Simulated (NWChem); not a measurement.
Molecule: AgCl; SMILES [Cl][Ag]

Computed with NWChem. Geometry: optimised at PBE-D3(BJ)/def2-SVP. def2 effective core potentials on Ag; no spin-orbit coupling. Vertical excitations in the gas phase; the lowest state need not have the same character in each row.

```tsv
level	lowest excitation, singlet (eV)	oscillator strength of that lowest state	lowest state with f > 0.02, singlet (eV)	oscillator strength of that bright state	orbital gap (eV)
PBE/def2-SVPD, full TDDFT	2.40	0.006	3.40	0.056	2.25
B3LYP/def2-SVPD, full TDDFT	2.75	0.008	3.56	0.059	3.75
BHandHLYP/def2-SVPD, full TDDFT	…	…	…	0.054	…
LDA (Slater exchange, VWN5)/def2-SVPD, full TDDFT	2.35	0.005	3.44	0.056	2.18
```

Problem. Fill in the missing entries.

Solution. 
- BHandHLYP/def2-SVPD, full TDDFT, lowest excitation, singlet (eV): 3.54
- BHandHLYP/def2-SVPD, full TDDFT, oscillator strength of that lowest state: 0.012
- BHandHLYP/def2-SVPD, full TDDFT, lowest state with f > 0.02, singlet (eV): 3.98
- BHandHLYP/def2-SVPD, full TDDFT, orbital gap (eV): 6.12
